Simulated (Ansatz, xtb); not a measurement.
# BH7SiSn: which of two structures lies lower

Structure X: a singlet given by its coordinates. Structure Y: a singlet given by its coordinates. Both are isolated molecules in the gas phase, relaxed with PBE0-D3(BJ)/def2-SVP.

X (Å):

```xyz
10

B    -3.6471    0.2280    0.2582
Si    0.2652   -0.5844   -1.2232
Sn   -1.8948   -1.0841    0.1425
H    -3.9240    0.7674   -0.7852
H    -2.6253    0.7943    0.8243
H    -4.4723   -0.1076    1.0724
H    -1.2625   -1.8235    1.5854
H     0.8108   -1.8936   -1.7013
H     1.2991    0.0810   -0.3723
H    -0.0371    0.2754   -2.4060
```

Close contacts (Å): B1–Sn3 2.19, Si2–Sn3 2.60, B1–H4 1.21, B1–H5 1.30, B1–H6 1.21, Si2–H8 1.50, Si2–H9 1.50, Si2–H10 1.49, Sn3–H5 2.13, Sn3–H7 1.74.

Y (Å):

| atom | x (Å) | y (Å) | z (Å) |
| --- | --- | --- | --- |
| B | 0.3687 | -0.8906 | 0.8380 |
| Si | -0.6290 | 0.9063 | 0.8823 |
| Sn | 0.0321 | -0.2704 | -1.5173 |
| H | 1.2832 | -1.1418 | 0.0114 |
| H | 1.2097 | 1.0645 | -1.4248 |
| H | -1.8311 | 0.7089 | 1.7416 |
| H | -0.3714 | -1.8315 | 1.0208 |
| H | 0.1808 | 2.0754 | 1.3216 |
| H | -1.2587 | 1.3651 | -0.4650 |
| H | 1.0229 | -0.5379 | 1.8117 |

Close contacts (Å): B1–Si2 2.06, B1–Sn3 2.46, Si2–Sn3 2.75, B1–H4 1.26, B1–H7 1.21, B1–H10 1.22, Si2–H6 1.49, Si2–H8 1.49, Si2–H9 1.56, Sn3–H4 2.16, Sn3–H5 1.78, Sn3–H9 2.33.

**Question.** Which of the two would you expect CCSD(T)/def2-TZVP electronic energies to favour?

**Answer.** Structure Y; the calculation gives E(Y) − E(X) = −7.0 kcal/mol.

How the difference moves with the method:

```csv
level,geometry,E(Y) − E(X) (kcal/mol),departure from the last row (kcal/mol),"job, with rough time for the two"
PBE0-D3(BJ)/def2-SVP,PBE0-D3(BJ)/def2-SVP,−10.1,−3.1,"optimisation, 80 s"
HF/def2-TZVP,PBE0-D3(BJ)/def2-SVP,−0.2,+6.8,part of the CCSD(T) run
MP2/def2-TZVP,PBE0-D3(BJ)/def2-SVP,−8.3,−1.3,part of the CCSD(T) run
CCSD(T)/def2-TZVP,PBE0-D3(BJ)/def2-SVP,−7.0,,"single point, 31 s"
```

HF/def2-TZVP finds them nearly level. The largest departure from CCSD(T)/def2-TZVP is that of HF/def2-TZVP, 6.8 kcal/mol. Levels run at GFN2-xTB geometries aren't shown.

With harmonic frequencies from PBE0-D3(BJ)/def2-SVP (ideal gas, rigid rotor, one conformer each, 298.15 K, 1 atm): on the last row, ΔE + ΔZPE = −6.1, ΔH = −6.7, ΔG = −4.9 kcal/mol.

The correlated steps freeze 10 core orbitals; the filled d shell of Sn is correlated, in a basis made for valence electrons. Atoms past krypton carry core potentials in the def2 sets and no spin–orbit term is included. Codes used: Ansatz 0.2.0; the last row on 2 threads of Intel(R) Xeon(R) 6975P-C (Granite Rapids) on a shared host.
